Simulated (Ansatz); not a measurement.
Ti₂Se₄, relaxed as a singlet with RKS PBE0-D4/def2-SVP in Ansatz, starting from the GFN1-xTB geometry. Force threshold 0.02 eV/Å.

The restricted singlet is unstable towards broken spin symmetry in Hartree–Fock (as tested in another run); at PBE0-D4/def2-SVP this wasn't settled. Another isomer (singlet) lies 0.22 eV lower at PBE0-D4/def2-TZVP; other spin states weren't run for this one.

Start:

```tsv
atom	x (Å)	y (Å)	z (Å)
Ti1	-1.1967	0.1274	-0.7815
Ti2	1.1628	-0.1276	0.7419
Se3	-2.6887	1.7608	-0.9036
Se4	1.0076	0.7572	-1.4759
Se5	-1.0193	-0.8542	1.3955
Se6	2.7343	-1.6637	1.0236
```

```csv
step,energy (eV),largest force component (eV/Å),SCF passes
1,-307555.5240,1.912,22
2,-307555.7814,0.712,30
3,-307555.8068,0.341,26
4 (rejected),-307555.7972,0.586,28
5,-307555.8181,0.043,28
6,-307555.8183,0.017,29
```

Force components are those of the run's own axes.

End:

Cartesian coordinates in Å:
```
Ti -1.317 0.106 -0.874
Ti 1.289 -0.108 0.851
Se -2.714 1.773 -0.925
Se 0.945 0.722 -1.368
Se -0.958 -0.784 1.321
Se 2.756 -1.709 0.997
```

By distances, no bond broke or formed. The bond that changes most is Ti1–Se3, from 2.22 to 2.18 Å (atoms count from 1).

No frequencies were taken in this run, so the end may be a saddle point.

It took 37 s on 4 threads of Intel Xeon Platinum 8488C on a shared host, peak host memory 0.86 GiB.
